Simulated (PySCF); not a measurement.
SMILES C[O][Ge]([NH2])([O]C)[O]C, singlet, GFN2-xTB optimised geometry.

```
19

C      1.41    -1.13     1.01
O      0.58    -1.68     0.00
Ge    -1.18    -1.68     0.00
N     -1.55    -2.58    -1.53
O     -1.87    -0.06     0.00
C     -1.76     0.86    -1.08
O     -1.78    -2.41     1.48
C     -2.75    -1.87     2.36
H      2.44    -1.29     0.68
H      1.25    -1.63     1.96
H      1.23    -0.06     1.14
H     -0.77    -3.12    -1.86
H     -2.36    -3.18    -1.48
H     -0.74     1.24    -1.17
H     -2.44     1.68    -0.85
H     -2.05     0.39    -2.02
H     -3.67    -2.46     2.28
H     -2.98    -0.83     2.14
H     -2.36    -1.96     3.38
```

Density from B3LYP/def2-SVP (PySCF) at that geometry.

Minimum of the electron density along straight lines between bonded atoms, close to the bond critical point (lines longer than 1.1 times the sum of covalent radii, or with two minima, are not listed):

```tsv
bond	length / Å	ρ at the minimum / e bohr⁻³	∇²ρ there / e bohr⁻⁵	position (fraction from the first atom)
C1–O2	1.416	0.250	-0.40	0.35
O2–Ge3	1.756	0.143	0.72	0.53
Ge3–N4	1.813	0.147	___	0.47
Ge3–O5	1.765	0.141	0.70	0.47
O5–C6	1.415	0.249	-0.39	0.66
Ge3–O7	1.752	0.144	0.74	0.47
O7–C8	1.419	0.246	-0.37	0.66
C1–H9	1.091	0.283	-1.09	0.64
C1–H10	1.091	0.283	-1.08	0.64
C1–H11	1.093	0.282	-1.07	0.63
N4–H12	1.011	0.330	-1.52	0.77
N4–H13	1.011	0.330	-1.51	0.76
C6–H14	1.092	0.282	-1.07	0.63
C6–H15	1.091	0.283	-1.08	0.64
C6–H16	1.091	0.284	-1.09	0.64
C8–H17	1.092	0.282	-1.07	0.63
C8–H18	1.089	0.286	-1.11	0.64
C8–H19	1.092	0.283	-1.08	0.63
```

Task: Complete the blanks.

Result: 
- Ge3–N4, ∇²ρ there / e bohr⁻⁵: 0.43
